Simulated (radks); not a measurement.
Isoelectronic series with 13 electrons, each ion in its NIST ground configuration. Method: Dirac Kohn-Sham, PBE, spin-unpolarised, spherical densities, finite nucleus; open shells are shared between the two j in proportion to 2j + 1; Fermi nuclear charge, rms radius of each element as measured or else 0.836 A^(1/3) + 0.57 fm; computed with a radial shooting solver on a logarithmic mesh with Libxc functionals. Total energies (hartree) and orbital eigenvalues (eV) (* marks an orbital that is empty in some or all of the ions):

ion    configuration  E (hartree)     3d3/2*      3p3/2      3p1/2      3s1/2
Tb52+   [Ne] 3s2 3p1   -8878.8809  -4450.141  -4628.768  -4831.696  -4965.086
Dy53+   [Ne] 3s2 3p1   -9182.3594  -4619.382  -4801.445  -5019.383  -5155.811
Ho54+   [Ne] 3s2 3p1   -9491.9344  -4791.892  -4977.402  -5211.233  -5350.762
Er55+   [Ne] 3s2 3p1   -9807.5891  -4967.681  -5156.651  -5407.299  -5549.955
Tm56+   [Ne] 3s2 3p1  -10129.4603  -5146.759  -5339.200  -5607.632  -5753.468
Yb57+   [Ne] 3s2 3p1  -10457.5365  -5329.137  -5525.061  -5812.289  -5961.322
Lu58+   [Ne] 3s2 3p1  -10791.9622  -5514.824  -5714.243  -6021.327  -6173.600
Hf59+   [Ne] 3s2 3p1  -11132.8624  -5703.829  -5906.756  -6234.806  -6390.380
Ta60+   [Ne] 3s2 3p1  -11480.2611  -5896.164  -6102.612  -6452.786  -6611.699
W61+    [Ne] 3s2 3p1  -11834.2562  -6091.840  -6301.821  -6675.334  -6837.624
Re62+   [Ne] 3s2 3p1  -12194.9591  -6290.867  -6504.395  -6902.515  -7068.231
